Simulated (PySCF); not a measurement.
Compound: (BeSe)4 cube, Be4Se4.
Z-matrix (Å and degrees, PBE0-D3(BJ)/def2-SVP geometry), rows numbered from 1:
```
Be
Se  1  2.1888
Be  2  2.1885  1   66.16
Se  3  2.1882  2  109.39  1    23.39
Be  4  2.1905  1   65.95  2    96.69
Se  5  2.1890  4  109.65  1    23.06
Be  6  2.1895  1   66.15  2   -23.33
Se  7  2.1876  2  109.45  1    96.34
```

Computed with PBE0-D3(BJ)/def2-SVP geometry optimisation, gas phase (PySCF).

Take the most abundant isotopes and a rigid rotor. The values belong to one conformer.

Q: Give the principal moments of inertia and the rotational constants in GHz.

A: Ia = 1069.75, Ib = 1071.43, Ic = 1073.95 u·Å²; 505379 MHz·u·Å²/I gives 472.4, 471.7 and 470.6 MHz, that is A = 0.4724, B = 0.4717, C = 0.4706 GHz.

Q: Classify the top.

A: A spherical top, as the point group Td requires three equal moments; the computed ones differ by 0.39 % because the geometry is symmetric only within the optimiser's tolerance.

The point group Td allows no dipole (computed: 0.01 D), so a rigid rotor has no electric-dipole lines.

Q: Estimate the classical rotational partition function at 10 K, 200 K and 500 K.

A: Point group Td, symmetry number σ = 12; q = (√π/σ)·√((kT/h)³/(ABC)), k/h = 20836.6 MHz/K: 1370 at 10 K, 123000 at 200 K, 485000 at 500 K.

Whether it is a minimum is left open (no frequencies). Zero-point vibration and centrifugal distortion are left out.

Time: 4.8 min of wall time; peak memory 1.1 GiB. Hardware: AMD EPYC, one thread, on a shared host. These figures are those of the optimisation.
